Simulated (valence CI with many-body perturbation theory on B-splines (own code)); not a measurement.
## Forbidden lines of Dy⁶¹⁺

Calculated by configuration interaction combined with many-body perturbation theory (CI+MBPT): three valence electrons over a frozen Dirac-Fock core [He], radial functions for each j: 11 s, 11 p, 10 d, 8 f, 5 g, 2 h, with the one-electron correlation potential Σ1 (screened to all orders), the two-electron term Σ2, the three-electron term Σ3, Breit, model QED; selected single and double excitations, second order for the rest, scaled by the run's own slope (own B-spline code, finite nucleus).

The last digits are not significant, and no measured levels were compared; by estimate large intervals hold to a few tenths of a per cent, small ones and those within an open d or f shell to about a per cent.

Lines 1 to 40 of 40 in falling wavelength, among levels below 11812 eV, chosen from the decays that carry over 1 % of a level's rate. Wavelengths and rates use the calculated energies. Electric multipoles are in the length gauge with retardation, E1 and E2 with the static RPA response of the core. M1 uses the relativistic operator with retardation. Weak lines are less certain than strong ones. Lines between different terms over intervals too small for the method are left out, as are lines whose strength nearly cancels. The highest levels of a list are the least certain.

Levels are named by their leading jj configuration (3d3/2^4 stands for four electrons in 3d with j = 3/2), which in mixed levels can hold well under half, so a name can repeat and another be missing. Letters in brackets count levels of one name in rising energy.

| λ vac (Å) | Upper | Lower | Type | A (s⁻¹) | Branch % |
| --- | --- | --- | --- | --- | --- |
| 15.41 | (2s 2p1/2 2p3/2) J=3/2 [a] | (2s 2p1/2^2) J=1/2 | M1 | 3.16e+09 | 9.8 |
| 14.88 | (2s 2p3/2 3d5/2) J=9/2 | (2s 2p1/2 3d5/2) J=7/2 | M1 | 2.97e+09 | 4.1 |
| 14.22 | (2s^2 2p3/2) J=3/2 | (2s^2 2p1/2) J=1/2 | M1 | 3.00e+09 | 25.2 |
| 1.685 | (2s^2 3p1/2) J=1/2 | (2s^2 2p3/2) J=3/2 | E2 | 1.53e+12 | 23.2 |
| 1.656 | (2s 2p3/2 3p3/2) J=7/2 | (2s 2p3/2^2) J=3/2 | E2 | 4.55e+10 | 2.2 |
| 1.635 | (2s 2p3/2 3p3/2) J=7/2 | (2s 2p3/2^2) J=5/2 | E2 | 5.14e+11 | 25.0 |
| 1.632 | (2s 2p3/2 3p3/2) J=1/2 [b] | (2s 2p3/2^2) J=3/2 | E2 | 8.96e+11 | 8.6 |
| 1.631 | (2s 2p1/2 3p3/2) J=5/2 | (2s 2p1/2 2p3/2) J=5/2 | E2 | 4.14e+11 | 1.3 |
| 1.627 | (2s^2 3p3/2) J=3/2 | (2s^2 2p3/2) J=3/2 | E2 | 7.60e+11 | 7.1 |
| 1.612 | (2s 2p3/2 3p3/2) J=1/2 [b] | (2s 2p3/2^2) J=5/2 | E2 | 3.00e+11 | 2.9 |
| 1.610 | (2s 2p3/2 3d5/2) J=9/2 | (2s 2p3/2^2) J=5/2 | M2 | 3.32e+10 | 46.1 |
| 1.610 | (2s 2p3/2 3d5/2) J=9/2 | (2s 2p3/2^2) J=5/2 | E3 | 1.95e+09 | 2.7 |
| 1.470 | (2s 2p3/2 3p3/2) J=7/2 | (2s 2p1/2 2p3/2) J=5/2 | E2 | 3.92e+11 | 19.1 |
| 1.468 | (2s 2p1/2 3p3/2) J=5/2 | (2s 2p1/2^2) J=1/2 | E2 | 8.42e+11 | 2.6 |
| 1.463 | (2s 2p3/2 3p3/2) J=7/2 | (2s 2p1/2 2p3/2) J=3/2 [a] | E2 | 6.20e+11 | 30.1 |
| 1.462 | (2s 2p3/2 3p3/2) J=1/2 [b] | (2s 2p1/2 2p3/2) J=3/2 [b] | E2 | 8.77e+11 | 8.4 |
| 1.460 | (2s^2 3p3/2) J=3/2 | (2s^2 2p1/2) J=1/2 | E2 | 9.23e+11 | 8.6 |
| 1.450 | (2s 2p3/2 3d5/2) J=9/2 | (2s 2p1/2 2p3/2) J=5/2 | M2 | 1.11e+10 | 15.5 |
| 1.450 | (2s 2p3/2 3d5/2) J=9/2 | (2s 2p1/2 2p3/2) J=5/2 | E3 | 1.77e+09 | 2.5 |
| 1.443 | (2s 2p3/2 3d5/2) J=9/2 | (2s 2p1/2 2p3/2) J=3/2 [a] | E3 | 3.48e+09 | 4.8 |
| 1.431 | (2p1/2 2p3/2 3d3/2) J=5/2 [a] | (2s 2p1/2 2p3/2) J=1/2 | E2 | 1.44e+12 | 1.2 |
| 1.429 | (2p1/2 2p3/2 3d3/2) J=7/2 | (2s 2p1/2 2p3/2) J=3/2 [b] | E2 | 1.91e+12 | 10.0 |
| 1.424 | (2s 2p1/2 3d3/2) J=5/2 | (2s^2 2p1/2) J=1/2 | E2 | 2.41e+12 | 1.2 |
| 1.421 | (2p1/2^2 3d3/2) J=3/2 | (2s 2p1/2^2) J=1/2 | E2 | 4.52e+12 | 2.5 |
| 1.420 | (2p3/2^2 3d5/2) J=7/2 | (2s 2p3/2^2) J=3/2 | E2 | 1.82e+12 | 17.7 |
| 1.418 | (2p1/2 2p3/2 3d3/2) J=7/2 | (2s 2p1/2 2p3/2) J=5/2 | E2 | 2.16e+12 | 11.3 |
| 1.415 | (2p1/2 2p3/2 3d3/2) J=5/2 [a] | (2s 2p1/2 2p3/2) J=3/2 [a] | E2 | 2.10e+12 | 1.7 |
| 1.414 | (2p1/2 2p3/2 3d3/2) J=1/2 [a] | (2s 2p1/2 2p3/2) J=3/2 [a] | E2 | 4.13e+12 | 2.4 |
| 1.412 | (2p1/2 2p3/2 3d3/2) J=7/2 | (2s 2p1/2 2p3/2) J=3/2 [a] | E2 | 4.79e+11 | 2.5 |
| 1.407 | (2p1/2 2p3/2 3d5/2) J=9/2 | (2s 2p1/2 2p3/2) J=5/2 | E2 | 4.74e+12 | 67.0 |
| 1.404 | (2p3/2^2 3d5/2) J=7/2 | (2s 2p3/2^2) J=5/2 | E2 | 2.86e+12 | 27.7 |
| 1.404 | (2p3/2^2 3d5/2) J=9/2 | (2s 2p3/2^2) J=5/2 | E2 | 4.79e+12 | 49.0 |
| 1.404 | (2p1/2 2p3/2 3d5/2) J=7/2 [a] | (2s 2p1/2 2p3/2) J=3/2 [a] | E2 | 4.21e+12 | 11.5 |
| 1.210 | (2p1/2^2 4f7/2) J=7/2 | (2p1/2^2 2p3/2) J=3/2 | E2 | 3.38e+12 | 1.6 |
| 1.209 | (2s 2p1/2 4f7/2) J=5/2 | (2s 2p1/2 2p3/2) J=1/2 | E2 | 2.34e+12 | 1.1 |
| 1.202 | (2s 2p1/2 4f7/2) J=9/2 | (2s 2p1/2 2p3/2) J=5/2 | E2 | 3.32e+12 | 1.6 |
| 1.201 | (2s 2p1/2 4f7/2) J=7/2 [a] | (2s 2p1/2 2p3/2) J=3/2 [a] | E2 | 2.47e+12 | 1.2 |
| 1.199 | (2s^2 4f7/2) J=7/2 | (2s^2 2p3/2) J=3/2 | E2 | 3.36e+12 | 1.6 |
| 1.113 | (2s 2p1/2 4f5/2) J=3/2 | (2s 2p1/2^2) J=1/2 | E2 | 3.33e+12 | 1.5 |
| 1.108 | (2s^2 4f5/2) J=5/2 | (2s^2 2p1/2) J=1/2 | E2 | 2.59e+12 | 1.2 |
